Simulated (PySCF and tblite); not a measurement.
The numbers below are computed, except where a source is named.
System: C5H7FGe, numbered as in [F:1][C:2]1=[CH:3][C@H:4]([GeH3:5])[CH:6]=[CH:7]1.

The path came from a restrained scan, a climbing-image band and a saddle search at GFN2-xTB; energies are PBE0/pcSseg-1 + D3(BJ)//B3LYP-D3(BJ)/def2-SVP, thermal terms GFN2-xTB. Rates follow Eyring's equation with the number of equivalent paths and no tunnelling. (PySCF 2.14 with density fitting, tblite 0.8.)

Spin–orbit effects of heavy atoms on shieldings are missing.

(1) What barrier does the shift of Ge5 from C4 to C6 meet, and how fast is it at 298 K?

Results:

(1) The electronic barrier is 12.8 kcal/mol and ΔG‡(298 K) 12.6 kcal/mol, over a Cs saddle with an imaginary mode of 293i cm⁻¹ (GFN2-xTB). With 1 equivalent path, k is 3700 s⁻¹, a mean lifetime of the start of 270 µs against this motion.
